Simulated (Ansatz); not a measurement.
`FB1CC1F`, relaxed with RKS PBE-D4/def2-SVP in the Gaussian-basis code of Ansatz from a rough embedded geometry. The force threshold is 0.03 eV/Å; the program also tests the step.

Charge 0, multiplicity 1.

Start:

```xyz
8

F     2.419   -0.064   -0.287
B     1.044   -0.027   -0.099
C    -0.370    0.673   -0.256
C    -0.427   -0.584    0.415
F    -0.831   -1.663   -0.430
H    -0.738    0.741   -1.292
H    -0.537    1.582    0.441
H    -0.561   -0.658    1.507
```

How much energy does the relaxation release, and in how many steps? (Estimate.)

Ansatz gave: 85.04 kJ/mol, in 12 steps.

Which bonds change most? (Best estimate.)

Ansatz gave: C3–C4 from 1.427 to 1.576 Å; B2–C4 from 1.655 to 1.531 Å; F1–B2 from 1.388 to 1.321 Å; C3–H7 from 1.157 to 1.102 Å.

Give the relaxed structure. (Best estimate.)

The calculation gave: 
```xyz
8

F     2.285   -0.101   -0.420
B     1.026   -0.008   -0.032
C    -0.280    0.773   -0.200
C    -0.280   -0.689    0.388
F    -0.903   -1.712   -0.290
H    -0.502    0.848   -1.287
H    -0.781    1.564    0.381
H    -0.565   -0.676    1.459
```
